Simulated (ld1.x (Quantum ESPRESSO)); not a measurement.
vanadium (V): excitation energies, all-electron against TM

- Element: V (Z = 23)
- Generator: ld1.x (Quantum ESPRESSO) 7.5
- Type: norm-conserving Troullier–Martins (Kleinman–Bylander form)
- Functional: PBE
- Relativity: scalar-relativistic
- Frozen core: [Ne]
- Valence charge: 13
- Reference configuration: 3s2 3p6 3d3 4s1.5 4p0.5
- Partial waves: 3s (bound): rc 1.45 bohr; 3p (bound): rc 1.25 bohr; 3d (bound): rc 2.35 bohr; 4f channel at 0.4 Ry: rc 2.45 bohr
- Local potential: all-electron potential smoothed inside 1.80 bohr (lloc = -1)
- Core correction: none

Occupied shells without a wave of their own: 4p, 4s. They enter only through the test configuration that unscreens the potential.

Energies are relative to the spin-unpolarised reference configuration 3s2 3p6 3d3 4s1.5 4p0.5; without spin polarisation the order of configurations can differ from experiment.

```json
{"valence configuration": "3s2 3p6 3d3 4s1 4p0", "charge": "+1", "ΔE all-electron (eV)": "6.084", "error AE − PS (meV)": "-658"}
{"valence configuration": "3s2 3p6 3d4 4s1 4p0", "charge": "0", "ΔE all-electron (eV)": "-1.065", "error AE − PS (meV)": "-318"}
{"valence configuration": "3s2 3p6 3d3.5 4s1.5 4p0", "charge": "0", "ΔE all-electron (eV)": "-1.596", "error AE − PS (meV)": "+38"}
{"valence configuration": "3s2 3p6 3d2 4s0 4p0", "charge": "+3", "ΔE all-electron (eV)": "49.277", "error AE − PS (meV)": "-4110"}
{"valence configuration": "3s1 3p6 3d3 4s2 4p0", "charge": "+1", "ΔE all-electron (eV)": "75.778", "error AE − PS (meV)": "+918"}
```

Problem. What are ΔE and the potential's error for 3s2 3p6 3d3 4s0 4p0?

Solution. ΔE = 20.380 eV all-electron; the error (AE − PS) is -2715 meV.

Problem. What are ΔE and the potential's error for 3s2 3p6 3d3 4s2 4p0?

Solution. ΔE = -1.651 eV all-electron; the error (AE − PS) is +532 meV.

These tests converged, but a pseudo level misses the all-electron one widely, so the file describes the atom poorly there or has found another state: 3s2 3p6 3d3 4s0 4p0: empty 4s by 2.6 eV; 3s2 3p6 3d2 4s0 4p0: empty 4s by 4.1 eV. The 4p, 4s levels have no wave, so the channel is fitted at the deeper level alone: the likely source of the large errors.

The potential misses its own reference levels by up to 1.1 eV, so it is not fit for use.
